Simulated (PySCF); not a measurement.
## How methods differ on the ionisation energy of P(2+)

P(2+) [Ne] 3s2 3p1 (2P) → P(3+) [Ne] 3s2 (1S), as a difference of total energies. Computed with PySCF 2.14 in aug-cc-pwCVTZ, with the non-relativistic Hamiltonian (point nucleus). Correlated levels: valence: [Ne] frozen; valence and next inner shell: 1s2 frozen; nothing frozen. The calculations carry no spin-orbit coupling.

| method | ionisation energy (eV) |
| --- | --- |
| UHF | 29.584 |
| LDA | 30.204 |
| PBE | 30.238 |
| PBE0 | 30.261 |
| r2SCAN | 30.374 |
| B97-3 | 30.111 |
| TPSSh | 30.377 |
| PBEsol | 30.161 |
| PW91 | 30.314 |
| MP2 (valence) | 29.886 |
| SCS-MP2 (valence) | 29.876 |
| MP2 (valence and next inner shell) | 29.929 |
| SCS-MP2 (valence and next inner shell) | 29.913 |
| MP2 (all electrons) | 29.932 |
| SCS-MP2 (all electrons) | 29.914 |

A first-order spin-orbit estimate (lowest level to lowest level, LS coupling) adds 0.041 eV.

Errors of the correlated levels include the incompleteness of this basis and the frozen core.

Q: Which method comes closest to the reference value, and which is furthest?

A: The reference is 30.203 eV (measured; NIST Atomic Spectra Database, ionization energies). Closest: PBEsol (error -0.001 eV); furthest: UHF (error -0.579 eV), both after the spin-orbit estimate.
